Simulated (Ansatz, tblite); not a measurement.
Isomers of PdSe2⁻ (doublet), found by a short tight-binding search and relaxed with PBE0-D4/def2-TZVPD in Ansatz.

In the def2 sets Pd takes a core potential; there is no spin–orbit coupling. The xTB rows come from tblite.

Run but left out: HF/def2-SVPD, PBE-QIDH/def2-TZVPD, MP2/def2-SVPD, CCSD/def2-SVPD, CCSD(T)/def2-SVPD (B: ⟨S²⟩ 1.48 to 1.61, where a pure state has 0.75).

A: At PBE-D4/def2-TZVPD, r2SCAN-D4/def2-TZVPD, r2SCANh-D4/def2-TZVPD the highest occupied level of the charge -1 doublet lies above zero (up to 0.78 eV). By energy differences its removal costs 1.81 eV (vertical, to the charge 0 triplet, at PBE-D4/def2-TZVPD); a positive level beside a positive removal energy at the same level points to self-interaction error.

Other spin states were run for one of them alone.

A:

```xyz
3

Pd   -0.290   -1.312   -0.403
Se   -0.298    1.074   -0.840
Se    0.588    0.238    1.243
```

B:

```xyz
3

Pd    0.5583    0.2743   -0.3673
Se    0.6961   -1.8140    0.4165
Se   -1.2544    1.5397   -0.0492
```

Task: Estimate which lies lowest at each level, and how far above it the others are (eV).

Result: 
| level | A | B |
| --- | --- | --- |
| GFN1-xTB | 0.00 | 0.76 |
| GFN2-xTB | 0.33 | 0.00 |
| PBE-D4/def2-TZVPD | 0.34 | 0.00 |
| r2SCAN-D4/def2-TZVPD | 0.38 | 0.00 |
| r2SCANh-D4/def2-TZVPD | 0.19 | 0.00 |
| PBE0-D4/def2-TZVPD | 0.00 | 0.13 |
Point groups (tolerance 0.1 Å): A C2v, B C2v. Lower isomers may exist.
